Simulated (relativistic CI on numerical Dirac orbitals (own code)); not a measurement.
Computed by Dirac-Coulomb-Breit CI, orbitals from a KLI potential per configuration, QED by a radiative potential, unscaled Slater integrals (own radial code, finite nucleus).

The strongest absorption lines from the ground level of an ion, among the configurations computed and to levels below about 3100 eV (vacuum wavelength in Å, gf): 4.3122 (0.017), 4.3820 (0.012), 4.5248 (0.42), 4.5845 (0.053), 4.6294 (1.4), 4.8447 (0.052), 50.428 (0.13).

Which ion is it?
A. Zr XXXIII
B. Zr XXXVII
C. Zr XXXV
D. Tc XXXVIII

C. Zr XXXV has 6 electrons and the ground level 2s²2p² ³P0; the strongest line goes to 2s²2p3d ³D°1. The pattern of lines fixes the number of electrons, and along that sequence the line energies rise steadily with the charge (about as its square where n changes within one kind of shell, about linearly where n is kept but much faster in heavy ions where fine structure, which grows about as Z⁴, sets the gap, and irregularly where shells cross), which fixes Z. Configurations outside the model, such as inner-shell arrays, can give stronger lines. At this charge energies of transitions that change n are usually good to better than 1 %, and those within a shell (Δn = 0) to a few per cent.

LS names give the leading component of a level, which can be under half, so a name can repeat, a term be missing and a line seem to break the LS rules.
